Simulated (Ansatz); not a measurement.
Gas-phase electronic energies from Ansatz, PBE0-D4/def2-TZVP geometries. CCSD(T)/CBS adds triple-zeta CCSD(T) − MP2 to the extrapolated MP2 energy (def2 sets, frozen cores). This one scheme is used for every species. Each species was taken in one conformer, which may not be the lowest.

Consider the ligand exchange at a B–O bond: `COB(C)O[SiH3]` + silanol → `CB(O[SiH3])O[SiH3]` + CH₃OH.

| level | ΔE (kcal/mol) |
| --- | --- |
| CCSD/def2-TZVPP | 2.6 |
| CCSD/CBS(def2) | 2.1 |

What does CCSD(T)/CBS give? (Estimate.)

Computed: +2.4 kcal/mol. The listed levels differ from it by 0.2, -0.3 kcal/mol.

Largest T1 diagnostic among the species: 0.012.

In def2-TZVPP, CCSD(T) changes the Hartree–Fock value by +1.6 kcal/mol (the triples alone add +0.3 kcal/mol) and MP2 by +1.9 kcal/mol. The D4 term adds −1.1 kcal/mol with B3LYP and −0.6 kcal/mol with PBE0; it sums over pairs of atoms, weighted by their polarisabilities, and B3LYP, whose exchange is more repulsive, gets the larger term.

B3LYP here is the variant with VWN-RPA as its local correlation; programs differ in this.
